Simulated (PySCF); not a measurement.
How methods differ on the excitation energy of Br⁺

Br⁺ [Ar] 3d10 4s2 4p4 (3P) → Br⁺ [Ar] 3d10 4s2 4p3 5s1 (5S), as a difference of total energies. Calculation: PySCF 2.14, in aug-cc-pVTZ-PP with one added diffuse shell each of s, d, f type with ECP10MDF (7s5p5d3f, 68 functions); scalar relativity through the core potential. Correlated levels: valence: 3s2 3p6 3d10 frozen. The calculations carry no spin-orbit coupling.

```
           method  excitation energy (eV)  error (eV)
              UHF                  10.744      -0.718
              LDA                  11.289      -0.173
              PBE                  11.169      -0.293
             PBE0                  11.318      -0.144
           r2SCAN                  11.623      +0.161
        CAM-B3LYP                  11.563      +0.101
           B2PLYP                  11.387      -0.075
          r2SCANh                  11.610      +0.148
              M06                  11.546      +0.084
    MP2 (valence)                  11.052      -0.410
SCS-MP2 (valence)                  11.266      -0.196
```

Reference: 11.462 eV (measured; NIST levels, between the centres of gravity of the two terms).

Errors of the correlated levels include the incompleteness of this basis and the frozen core.
